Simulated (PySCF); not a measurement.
Field gradients at the hydrogen positions

Species: C5H11FN2Si.
Structure used (GFN2-xTB), in Å, numbered top down from 1:
```
atom  x, y, z in Å
C1     0.6722   -0.2806    1.5028
C2     0.2255   -0.2585    0.0331
C3     1.3633   -0.6876   -0.8597
C4     2.4899   -0.0295   -1.0541
F5     2.7721    1.1419   -0.4520
C6    -0.2774    1.1477   -0.3469
N7    -1.6560    1.2154    0.0802
Si8   -2.4189   -0.3247    0.0141
N9    -0.9123   -1.1299   -0.1855
H10   -0.1455    0.0785    2.1220
H11    1.5398    0.3563    1.6502
H12    0.9259   -1.2960    1.8032
H13    1.2246   -1.6146   -1.3933
H14    3.2979   -0.3436   -1.6985
H15    0.3163    1.9175    0.1533
H16   -0.1766    1.2853   -1.4328
H17   -2.1130    2.0761   -0.1689
H18   -3.2390   -0.6639   -1.1533
H19   -3.1445   -0.5003    1.2747
H20   -0.7496   -2.0785    0.1084
```

Level: PBE0/pcSseg-1 (PySCF, non-relativistic); Q(2H) = 0.00286 b; rigid geometry, the same for H and D, with no vibrational averaging.

Problem. Rank these positions by the coupling χzz of a deuteron there, largest first.
A. H20 (N–H hydrogen)
B. H15 (methylene hydrogen)
C. H13 (vinylic hydrogen)
D. H14 (vinylic hydrogen)
E. H18 (Si–H hydrogen)
F. H12 (methyl hydrogen)

Solution. A (288 kHz), C (223 kHz), D (216 kHz), F (211 kHz), B (199 kHz), E (106 kHz).

Problem. Tabulate Vzz, the asymmetry η and χzz = 234.96 MHz × Q × Vzz for every hydrogen position.

Solution. 
```csv
atom,bonded to,bond length (Å),Vzz (au),η,χzz (kHz)
H10,C1,1.087,0.3141,0.01,211
H11,C1,1.086,0.3139,0.02,211
H12,C1,1.089,0.3140,0.03,211
H13,C3,1.079,0.3320,0.08,223
H14,C4,1.080,0.3216,0.11,216
H15,C6,1.093,0.2959,0.03,199
H16,C6,1.099,0.2854,0.05,192
H17,N7,1.006,0.4312,0.17,290
H18,Si8,1.466,0.1574,0.03,106
H19,Si8,1.465,0.1587,0.03,107
H20,N9,1.006,0.4290,0.17,288
```

Problem. Average by the element that carries the hydrogen.

Solution. on C: 209 kHz over 7 positions, mean bond length 1.088 Å; on N: 289 kHz over 2 positions, mean bond length 1.006 Å; on Si: 106 kHz over 2 positions, mean bond length 1.466 Å.

Problem. How does χzz go with the bond length over the 7 C–H bonds?

Solution. A straight-line fit has a slope of -14.2 kHz for each 0.01 Å, with a correlation coefficient of -0.97, over lengths from 1.079 to 1.099 Å. The longer bonds have the smaller couplings here.

Isolated species at its GFN2-xTB geometry (one conformer only). GFN2-xTB bond lengths can be off by several hundredths of an ångström, more for odd bonds, and the gradients follow them. With a basis this small, the couplings can be 20 % off.
